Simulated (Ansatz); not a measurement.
Total energies of `C[CH](C)[SnH3]`.

Z-matrix (Å, degrees):
```
C
C 1 1.521
H 1 1.093 2 112.3
H 1 1.097 2 110.7 3 -120.2
H 1 1.095 2 111.5 3 120.9
C 2 1.521 1 111.8 3 177.5
Sn 2 2.162 1 110.8 3 -58.4
H 2 1.095 1 109.0 3 56.9
H 6 1.095 2 111.5 1 61.7
H 6 1.096 2 110.7 1 -57.3
H 6 1.093 2 112.3 1 -177.5
H 7 1.713 2 109.0 1 -62.7
H 7 1.712 2 110.7 1 177.8
H 7 1.712 2 110.7 1 56.9
```

Total charge 0; spin multiplicity 1. Correlated methods include outer-core shells of Sn, which these sets cover unevenly. Sn: def2 effective core potential. The structure was optimised at the PBE0-D4/def2-TZVP level. Basis def2-TZVPP, Ansatz 0.2.0.

RPA on PBE orbitals: Hartree–Fock energy of these orbitals -332.73846 Eh, correlation -1.43661 Eh (frozen core).

```csv
functional,energy without D4 (Eh),D4 term (kJ/mol)
LDA (SPW92),-333.14157,–
revPBE,-334.65644,-83.8
BLYP,-334.50940,-60.5
B97M-V,-334.66298,–
r2SCANh,-334.63858,-7.4
HSE06 (plane-wave form),-334.49416,-21.9
BHLYP,-334.49921,-34.4
CAM-B3LYP,-334.56149,-23.9
LC-ωPBE,-334.62314,–
ωB97X-V,-334.60370,–
```

**Question.** Give the same for PBE, r2SCAN, PBE0, B3LYP, r2SCAN0, ωB97M-V, B2PLYP, PBE-QIDH. (Best estimate.)

**Answer.** Computed: 
| functional | energy without D4 (Eh) | D4 term (kJ/mol) |
| --- | --- | --- |
| PBE | -334.46433 | -27.7 |
| r2SCAN | -334.65310 | -6.9 |
| PBE0 | -334.50433 | -23.5 |
| B3LYP | -334.73751 | -44.5 |
| r2SCAN0 | -334.61789 | -8.1 |
| ωB97M-V | -334.51647 | – |
| B2PLYP | -334.31852 | – |
| PBE-QIDH | -334.29636 | – |

B3LYP takes the VWN-RPA correlation (the form of Gaussian; ORCA's B3LYP/G). HSE06 is the plane-wave form, built on full-range PBE exchange. The double hybrids freeze the cores in their second-order part.

LC-ωPBE has ω = 0.4 bohr⁻¹.
